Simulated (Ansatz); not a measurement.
Wavefunction ladder for C₆H₁₆Cl₂HfN₂ (`CC[N](C)[Hf]([Cl])([Cl])[N](C)CC`)

```xyz
27

C     2.308   -2.775   -0.310
C     1.083   -2.493    0.543
N     0.231   -1.426    0.038
C    -0.458   -1.743   -1.187
Hf    0.205    0.184    1.234
Cl   -0.707   -0.508    3.322
Cl    2.445    0.925    1.481
N    -1.048    1.479    0.338
C    -2.407    0.971    0.387
C    -0.970    2.764   -0.318
C     0.440    3.306   -0.409
H     2.032   -3.115   -1.310
H     2.921   -1.876   -0.408
H     2.918   -3.558    0.148
H     0.486   -3.409    0.669
H     1.419   -2.228    1.558
H     0.231   -1.887   -2.028
H    -1.136   -0.932   -1.458
H    -1.051   -2.662   -1.083
H    -2.453   -0.011    0.879
H    -3.070    1.637    0.954
H    -2.825    0.845   -0.621
H    -1.395    2.675   -1.330
H    -1.608    3.485    0.215
H     1.093    2.628   -0.964
H     0.877    3.457    0.581
H     0.439    4.267   -0.925
```

Total charge 0; spin multiplicity 1. Correlated methods include outer-core shells of Hf, which these sets cover unevenly. Hf: def2 effective core potential. Geometry: relaxed with PBE0-D4/def2-TZVP. It is one conformer, not always the lowest. Frozen core, restricted reference, the Gaussian-basis code of Ansatz.

```
     basis      HF (Eh)  MP2 corr.  CCSD corr.       (T)  CCSD(T) total
  def2-SVP  -1311.58593   -1.70668    -1.81652  -0.05859    -1313.46104
def2-TZVPP  -1312.29446   -2.19287    -2.28515  -0.09968    -1314.67929
def2-QZVPP  -1312.33650   -2.37348           –         –              –
```
